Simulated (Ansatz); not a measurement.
`CC[Si]S` + H₂ → `[SiH]S` + ethane at 400 K and 1 bar (hydrogenolysis of the Si–C bond).

Isolated molecules relaxed with PBE0-D4/def2-TZVP in Ansatz; ΔE leaves out vibrations. CCSD(T)/CBS is extrapolated from def2-TZVPP and def2-QZVPP, frozen cores. One conformer a species, not always the lowest.

| species | CCSD(T)/CBS energy (Eh) | H − E (kJ/mol) | S (J/(mol·K)) |
| --- | --- | --- | --- |
| `CC[Si]S` | -766.55147 | 225.7 | 366.0 |
| H₂ | -1.17463 | 38.0 | 139.0 |
| `[SiH]S` | -688.02582 | 61.1 | 271.5 |
| `CC` | -79.71389 | 213.5 | 244.3 |

H − E and S are ideal-gas, rigid-rotor, harmonic terms from PBE0-D4/def2-TZVP, for one conformer and one mirror image of each species. 1 Eh = 2625.50 kJ/mol, R = 8.31446 J/(mol·K).

By hand: ΔE, ΔH, ΔS and ΔG.

ΔE = (-688.02582) + (-79.71389) − (-766.55147) − (-1.17463) = -0.01361 Eh = -35.7 kJ/mol. Δ(H − E) = 61.1 + 213.5 − 225.7 − 38.0 = 10.9, so ΔH = -24.8 kJ/mol. ΔS = 271.5 + 244.3 − 366.0 − 139.0 = 10.8 J/(mol·K). ΔG = -24.8 − 400 × (10.8)/1000 = -29.1 kJ/mol.

By hand: the equilibrium constant, and the temperature at which ΔG would vanish if ΔH and ΔS stayed fixed.

log₁₀ K = −ΔG/(RT ln 10) = 3.8. ΔH and −TΔS have one sign here, so there is no such temperature.

The number of gas molecules stays the same, so ΔS is small and ΔH decides. A doubt of 5 kJ/mol in ΔE shifts log₁₀ K by 0.7 here. Other conformers and mirror images would add mixing entropy, several J/(mol·K) or more a flexible species. Modes under 60 cm⁻¹, often nearly free rotors, make the harmonic entropy too high. These are equilibria of isolated gas molecules and say nothing of rates. Largest T1 diagnostic: 0.016 (customary marks: 0.02 for closed shells, 0.045 for open ones).

ΔS is within the doubt of such terms, so its sign, and with it that verdict, could turn.
